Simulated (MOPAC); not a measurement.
Input file for MOPAC: PM3 on GaH3 (SMILES [GaH3]), a point of a bond scan (R = 3.611 Å).

```
PM3 1SCF PRECISE CHARGE=0 THREADS=1
GaH3

Ga    -0.00000000 1     0.00000000 1    -0.00000000 1
H      3.60163212 1    -0.25070317 1    -0.04716033 1
H     -0.87742328 1    -1.30173746 1     0.00609279 1
H     -0.68850373 1     1.41073884 1     0.01441170 1
```

Program output:

```
*******************************************************************************
 **                                                                           **
 **                              MOPAC v23.2.5                                **
 **                                                                           **
 *******************************************************************************
 ** MOPAC's Digital Object Identifier: https://doi.org/10.5281/zenodo.6511958 **
 **                                                                           **
 ** Please cite the open-source release paper for use of this MOPAC version:  **
 ** J. E. Moussa and J. J. P. Stewart (2026)                                  **
 ** MOPAC: An open-source semiempirical molecular orbital program             **
 ** J. Open Source Softw., 11(119), 8025, https://doi.org/10.21105/joss.08025 **
 *******************************************************************************

                              PM3 CALCULATION RESULTS

 *******************************************************************************
 *  PM3        - The PM3 Hamiltonian to be used
 *
 *
 *
 *                 CHARGE ON SYSTEM = 0
 *
 *
 *
 *  PRECISE    - TIGHTER CRITERIA TO BE USED
 *  1SCF       - DO 1 SCF AND THEN STOP
 *  THREADS=1  - MULTI-THREADING NOT USED
 *  T=         - A TIME OF 172800.0 SECONDS REQUESTED
 *  DUMP=N     - RESTART FILE WRITTEN EVERY 7200.0 SECONDS REQUESTED
 *******************************************************************************
PM3 1SCF PRECISE CHARGE=0 THREADS=1
 GaH3

   ATOM   CHEMICAL          X               Y               Z
  NUMBER   SYMBOL      (ANGSTROMS)     (ANGSTROMS)     (ANGSTROMS)

     1      Ga         -0.00000000  *   0.00000000  *  -0.00000000  *
     2       H          3.60163212  *  -0.25070317  *  -0.04716033  *
     3       H         -0.87742328  *  -1.30173746  *   0.00609279  *
     4       H         -0.68850373  *   1.41073884  *   0.01441170  *



          CARTESIAN COORDINATES

    NO.       ATOM           X           Y           Z

     1        Ga         -0.0000      0.0000     -0.0000
     2         H          3.6016     -0.2507     -0.0472
     3         H         -0.8774     -1.3017      0.0061
     4         H         -0.6885      1.4107      0.0144

  H: (PM3): J. J. P. STEWART, J. COMP. CHEM. 10, 209 (1989).
 Ga: (PM3): J. J. P. STEWART, J. COMP. CHEM. 12, 320-341 (1991).

           Empirical Formula: H3 Ga  =     4 atoms



      MOLECULAR POINT GROUP   :   C2v


      RHF CALCULATION, NO. OF DOUBLY OCCUPIED LEVELS = 3


 -------------------------------------------------------------------------------
 PM3 1SCF PRECISE CHARGE=0 THREADS=1
 GaH3



     1SCF WAS SPECIFIED, SO BFGS WAS NOT USED
     SCF FIELD WAS ACHIEVED


                              PM3 CALCULATION
                                                       MOPAC v23.2.5 Linux




          FINAL HEAT OF FORMATION =        168.53073 KCAL/MOL =     705.13258 KJ/MOL


          COSMO AREA              =         83.40 SQUARE ANGSTROMS
          COSMO VOLUME            =         59.60 CUBIC ANGSTROMS

          IONIZATION POTENTIAL    =          9.154533 EV
          HOMO LUMO ENERGIES (EV) =         -9.155 -3.342
          NO. OF FILLED LEVELS    =          3
          MOLECULAR WEIGHT        =         72.7587         POINT GROUP:  C2v

          MOLECULAR DIMENSIONS (Angstroms)

            Atom       Atom       Distance
            H     4    H     2     4.60103
            H     3    H     2     2.59765
            H     2   Ga     1     0.00000


          SCF CALCULATIONS        =          1





   ATOM   CHEMICAL          X               Y               Z
  NUMBER   SYMBOL      (ANGSTROMS)     (ANGSTROMS)     (ANGSTROMS)

     1      Ga         -0.00000000  *   0.00000000  *  -0.00000000  *
     2       H          3.60163212  *  -0.25070317  *  -0.04716033  *
     3       H         -0.87742328  *  -1.30173746  *   0.00609279  *
     4       H         -0.68850373  *   1.41073884  *   0.01441170  *

                             CARTESIAN COORDINATES

   1   Ga       -0.000000000     0.000000000    -0.000000000
   2    H        3.601632120    -0.250703170    -0.047160330
   3    H       -0.877423280    -1.301737460     0.006092790
   4    H       -0.688503730     1.410738840     0.014411700


           Empirical Formula: H3 Ga  =     4 atoms



      MOLECULAR POINT GROUP   :   C2v


                  EIGENVALUES
 -16.70717 -11.63271  -9.15453  -3.34246  -2.95232  -0.30790   0.11445


              NET ATOMIC CHARGES AND DIPOLE CONTRIBUTIONS

  ATOM NO.   TYPE          CHARGE      No. of ELECS.   s-Pop       p-Pop
    1         Ga          -0.201842        3.2018     1.24367     1.95817
    2          H           0.093081        0.9069     0.90692
    3          H           0.054380        0.9456     0.94562
    4          H           0.054380        0.9456     0.94562
 DIPOLE           X         Y         Z       TOTAL
 POINT-CHG.     1.201    -0.084    -0.016     1.204
 HYBRID        -0.391     0.027     0.005     0.392
 SUM            0.811    -0.056    -0.011     0.813


          ATOMIC ORBITAL ELECTRON POPULATIONS

     Atom    s        px        py        pz
    1 Ga   1.24367   1.01547   0.94252   0.00018
    2  H   0.90692
    3  H   0.94562
    4  H   0.94562

 **********************
 *                    *
 * JOB ENDED NORMALLY *
 *                    *
 **********************




 == MOPAC DONE ==
```

The run finished.

Cost: around 0.020 core-seconds (rough).
